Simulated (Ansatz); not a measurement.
The cluster CaI2⁻. The state is a doublet with charge -1. Geometry r2SCAN-D4/def2-TZVPD; atoms count from 1.

```xyz
3

Ca    0.209    0.525   -0.674
I    -1.504    1.685    1.421
I     1.295   -2.211   -0.747
```

In the def2 sets I takes a core potential; there is no spin–orbit coupling. The structure comes from a short search, and lower isomers may exist.

**Question.** Estimate the Mulliken populations from the PBE0/def2-TZVPD orbitals of Ansatz.

**Answer.** 
```json
{"atom": "Ca1", "charge (e)": "0.10", "spin (α − β)": "1.08"}
{"atom": "I2", "charge (e)": "-0.55", "spin (α − β)": "-0.04"}
{"atom": "I3", "charge (e)": "-0.55", "spin (α − β)": "-0.04"}
```
Mulliken values depend strongly on the basis. With diffuse functions, as here, like atoms can get unlike values, and bond orders can come out too low or too high.

**Question.** Where does the spin sit?

**Answer.** Summed by element: Ca 1.08, I -0.08, of 1 unpaired in all. Largest on single atoms: Ca1 1.08, I2 -0.04, I3 -0.04.

**Question.** And the Mayer bond orders between heavy atoms (over 0.3)?

**Answer.** Ca1–I2 0.58 (2.94 Å); Ca1–I3 0.58 (2.94 Å).
